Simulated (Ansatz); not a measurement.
`BC1(B)C[SiH2]1` + `OCO` → `BOCO` + `BC1C[SiH2]1`  (ligand exchange at a B–C bond)

Computed with Ansatz on PBE0-D4/def2-TZVP structures; ΔE is electronic, products minus reactants. CCSD(T)/CBS is the MP2 limit (def2-TZVPP, def2-QZVPP) plus CCSD(T) − MP2 in def2-TZVPP, frozen cores. This one scheme is used for every species. Functionals use def2-TZVPP. B3LYP here is the variant with VWN-RPA as its local correlation; programs differ in this. One conformer a species, not always the lowest.

`BC1(B)C[SiH2]1`:

Cartesian coordinates in Å:
```
B -0.896 0.190 -1.399
C -0.492 0.167 0.074
B -0.133 1.469 0.787
C -0.326 -1.172 0.800
Si 1.220 -0.659 -0.041
H -0.831 1.213 -2.015
H -1.270 -0.812 -1.948
H 0.098 1.478 1.967
H -0.069 2.488 0.165
H -0.869 -2.012 0.378
H -0.343 -1.130 1.885
H 1.594 -1.213 -1.358
H 2.315 -0.007 0.704
```

`OCO`:

```xyz
7

O     0.001   -0.629    1.044
C     0.362   -0.065   -0.181
O    -0.638    0.743   -0.725
H    -0.154    0.089    1.666
H     0.601   -0.914   -0.830
H     1.239    0.584   -0.091
H    -1.411    0.192   -0.883
```

`BOCO`:

```xyz
9

B    -0.120   -1.568   -0.095
O    -0.206   -0.417    0.594
C    -0.218    0.838   -0.061
O     1.003    1.473    0.062
H    -0.105   -1.549   -1.296
H    -0.075   -2.580    0.541
H    -1.031    1.413    0.395
H    -0.397    0.702   -1.130
H     1.150    1.685    0.989
```

`BC1C[SiH2]1`:

Cartesian coordinates in Å:
```
B 0.477 1.212 0.820
C -0.208 -0.119 0.806
C -1.180 -0.565 -0.268
Si 0.549 -0.536 -0.918
H 1.360 1.424 1.599
H 0.152 2.064 0.036
H 0.074 -0.884 1.527
H -1.673 -1.517 -0.109
H -1.841 0.206 -0.655
H 1.334 -1.784 -0.952
H 0.955 0.498 -1.884
```

CCSD(T)/CBS gives -91.7 kJ/mol.

Task: Another level gave -94.9 kJ/mol. Which?
A. ωB97X-V/def2-TZVPP
B. MP2/def2-TZVPP
C. B3LYP/def2-TZVPP
D. PBE/def2-TZVPP

Result: A. ωB97X-V -94.9, PBE -99.0, B3LYP -104.5, MP2/def2-TZVPP -90.7 kJ/mol.

Largest T1 diagnostic among the species: 0.013.

The D4 term adds +5.5 kJ/mol with B3LYP and +2.9 kJ/mol with PBE0; it sums over pairs of atoms, weighted by their polarisabilities, and B3LYP, whose exchange is more repulsive, gets the larger term. From PBE to PBE0 (25 % exact exchange), in def2-TZVPP and without D4, ΔE moves by +3.6 kJ/mol. In def2-TZVPP, CCSD(T) changes the Hartree–Fock value by +3.8 kJ/mol (the triples alone add −0.0 kJ/mol) and MP2 by +7.6 kJ/mol.
